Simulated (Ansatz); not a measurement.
Energy difference R1 + R2 → P1 + P2, each structure at its B3LYP-D3(BJ)/def2-TZVP stationary point, reached from a drawn start (curvature not checked).
R1, C2H6Zn (SMILES [CH3][Zn][CH3]) (charge 0, multiplicity 1):
| atom | x (Å) | y (Å) | z (Å) |
|---|---|---|---|
| C | 1.9543 | -0.0866 | 0.0378 |
| Zn | 0.0002 | 0.0024 | -0.0042 |
| C | -1.9543 | 0.0873 | -0.0390 |
| H | 2.3387 | -0.6600 | -0.8086 |
| H | 2.3933 | 0.9126 | -0.0056 |
| H | 2.3016 | -0.5670 | 0.9551 |
| H | -2.3788 | -0.3658 | 0.8595 |
| H | -2.3542 | -0.4446 | -0.9051 |
| H | -2.3008 | 1.1218 | -0.0900 |
P1: CH4 (SMILES C), charge 0, multiplicity 1.
R2: H2O (SMILES O), charge 0, multiplicity 1.
P2: CH4OZn (SMILES [CH3][Zn][OH]), charge 0, multiplicity 1.

P less R. No zero-point or thermal terms; no spin–orbit coupling.

Frozen-core correlation throughout.

The values were computed with Ansatz (a program for electronic structure) with Gaussian orbitals. Each number belongs to the level named beside it.

Total energies in hartree:

```tsv
structure	PBE/def2-TZVPP	B3LYP/def2-TZVPP	CCSD(T)/def2-QZVPP
R1	-1858.856165	-1859.303012	-1858.038103
P1	-40.464282	-40.539118	-40.451038
R2	-76.380147	-76.466662	-76.361322
P2	-1894.798215	-1895.259413	-1893.975648
```

### Question
Work out the reaction energy at each level in kJ/mol (1 hartree = 2625.49964 kJ/mol), and say how far PBE/def2-TZVPP lies from CCSD(T)/def2-QZVPP.

### Answer
- PBE/def2-TZVPP: (-40.464282) + (-1894.798215) − (-1858.856165) − (-76.380147) = -0.026185 hartree = -68.7 kJ/mol
- B3LYP/def2-TZVPP: (-40.539118) + (-1895.259413) − (-1859.303012) − (-76.466662) = -0.028857 hartree = -75.8 kJ/mol
- CCSD(T)/def2-QZVPP: (-40.451038) + (-1893.975648) − (-1858.038103) − (-76.361322) = -0.027261 hartree = -71.6 kJ/mol
PBE/def2-TZVPP less CCSD(T)/def2-QZVPP: 2.9 kJ/mol. CCSD(T)/def2-QZVPP is the level counted from, the highest shown, and no exact or measured value.
